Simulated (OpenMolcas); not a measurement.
A calculation on Fe V.

* Program: OpenMolcas
* Method: SS-CASPT2, IPEA 0.25 Eh, imaginary shift 0.1 Eh (closed shells correlated: 3s 3p)
* Basis: ANO-RCC-VTZP [6s5p3d2f1g]
* Scalar Hamiltonian: DKH2, point nucleus
* Active space: 4 electrons in 5 orbitals (3d)
* State averaging: 2S+1 = 5 even, 5 roots; 2S+1 = 3 even, 45 roots kept (CI in the orbitals of an earlier block); 2S+1 = 1 even, 50 roots kept (CI in the orbitals of an earlier block)
* Spin-orbit coupling: RASSI with atomic mean-field integrals over the reference wave functions, term energies averaged over their components

(1) Which level of the active space comes out lowest?

(2) How high does 3d⁴ ³H₆ lie?

(3) How high does 3d⁴ ³H₄ lie?

(4) How high does 3d⁴ ⁵D₃ lie?

Measured values: Corliss and Sugar, J. Phys. Chem. Ref. Data 11, 135 (1982).

Answers

(1) 3d⁴ ⁵D₀, with 100 % of that term; it is also the measured ground level.

(2) 26490 cm⁻¹ above the lowest level; measured 25528 cm⁻¹ above the ground level, so the calculation is off by +4 %.

(3) 25770 cm⁻¹ above the lowest level; measured 24932 cm⁻¹ above the ground level, so the calculation is off by +3 %.

(4) 876 cm⁻¹ above the lowest level; measured 803 cm⁻¹ above the ground level, so the calculation is off by +9 %.

Term energies are means over components that CASPT2 splits; among the terms shown or strongly mixed into the levels shown the widest spread is 55 cm-1 (3d⁴ ³H). Terms from blocks run as CI alone lack orbitals of their own. Measured partners are found by configuration, term and J. A level has none where our copy of the source lacks it or the pairing is in doubt (some pairs that miss far off the trend of their configuration count as doubtful), and it then counts in no deviation. Levels of configurations outside the active space are missing.
